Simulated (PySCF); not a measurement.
C2H8FNOSi, SMILES CC[Si@](N)(O)F. Coordinates come from a B3LYP-D3(BJ)/def2-SVP optimisation. The structure was generated by enumeration; whether it is a known compound was not checked. Other conformers were not sampled.

Computed equilibrium geometry at B3LYP-D3(BJ)/def2-SVP (PySCF confirms it by a frequency run) as bond lengths and angles (one conformer of several):
Atoms: C1 C2 Si3 N4 O5 F6 H7 H8 H9 H10 H11 H12 H13 H14. Bonded distances (Å): C1–C2 1.536, C1–H7 1.103, C1–H8 1.102, C1–H9 1.102, C2–Si3 1.865, C2–H10 1.104, C2–H11 1.105, Si3–N4 1.705, Si3–O5 1.660, Si3–F6 1.643, N4–H12 1.013, N4–H13 1.015, O5–H14 0.964. Bond angles (°): C2–C1–H7 111.6, C2–C1–H8 111.3, C2–C1–H9 111.8, H7–C1–H8 107.5, H7–C1–H9 106.9, H8–C1–H9 107.6, C1–C2–Si3 114.4, C1–C2–H10 110.6, C1–C2–H11 109.9, Si3–C2–H10 108.1, Si3–C2–H11 107.5, H10–C2–H11 106.0, C2–Si3–N4 111.0, C2–Si3–O5 114.9, C2–Si3–F6 105.8, N4–Si3–O5 106.4, N4–Si3–F6 113.6, O5–Si3–F6 105.2, Si3–N4–H12 122.1, Si3–N4–H13 121.1, H12–N4–H13 112.1, Si3–O5–H14 115.7.
